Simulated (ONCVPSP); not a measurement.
**What one change does to a pseudopotential (nitrogen, ONCV)**

* Element: N
* Generator: ONCVPSP 4.0.1
* Type: optimised norm-conserving Vanderbilt (ONCV)
* Functional: PBE
* Relativity: non-relativistic
* Frozen core: [He]
* Valence charge: 5
* Reference configuration: 2s1.75 2p3.25
* Partial waves: 2s: rc 1.00 bohr, ncon 4, nbas 6, qcut 7.5 1/bohr, 1 projector; 2p: rc 2.60 bohr, ncon 3, nbas 8, qcut 5.4 1/bohr, 2 projectors, debl 0.7 Ha; d scattering state at 0.02 Ha: rc 2.85 bohr, ncon 4, nbas 9, qcut 3.2 1/bohr, 2 projectors, debl 2.1 Ha
* Local potential: polynomial inside 0.90 bohr (lpopt 4, dvloc0 0 Ha)
* Core correction: Teter function fitted to the true core (icmod 2), fcfact 0.45

Change: all radii but the core radius scaled by about 1.12 (s 1.12, p 2.92, d 3.20 bohr); local potential polynomial inside 1.02 bohr (lpopt 4, dvloc0 0 Ha).

Cutoffs: the cutoffs (Ha) at which the residual kinetic energy of the hardest occupied pseudo-wave falls to 1 and 0.1 mHa per electron; they do not see the model core or the augmentation charge, which bear on the density cutoff. Errors are all-electron minus pseudo energies relative to the spin-unpolarised reference configuration.

Q: Predict the effect on cutoff, ghosts and configuration errors.

A: The potential gets softer (29 Ha and 66 Ha → 26 Ha and 52 Ha); the bound ghost in d disappears; the lowest positive-energy flag moves from none to d at 16.2 eV; of the 4 tests that both files solve, the error grows in 4 and shrinks in 0 by more than 15 % and 0.3 meV (median size 155.4 → 200.3 meV). A larger radius leaves more room for a smooth pseudo-wave, so fewer plane waves are needed. More of the atom is replaced by a form fitted at one configuration, so other configurations suffer.

```csv
quantity,base,changed
"cutoff, loose",29 Ha,26 Ha
"cutoff, tight",66 Ha,52 Ha
loose cutoff by channel,"s 29 Ha, p 9.9 Ha","s 26 Ha, p 9.0 Ha"
bound ghosts,d,none
GHOST(+) flags under 300 eV,none,d at 16.2 eV
"error for 2s2 2p3, meV [ΔE -2.87 eV]",-3.5,-5.0
"error for 2s2 2p2, meV [ΔE 10.73 eV]",+280,+356
"error for 2s2 2p1, meV [ΔE 39.59 eV]",+1638,+2030
"error for 2s1 2p4, meV [ΔE 8.61 eV]",-30,-44
"rms error of d²Exc/dni dnj with the model core, mHa",0.18,0.79
```

Changed file: These tests converged, but a pseudo level misses the all-electron one widely, so the file describes the atom poorly there or has found another state: 2s2 2p1: 2p by 2.7 eV. A true bound ghost makes a file unfit for plane-wave use even where its test errors are small: the radial tests pick states by their node count and pass the ghost by.
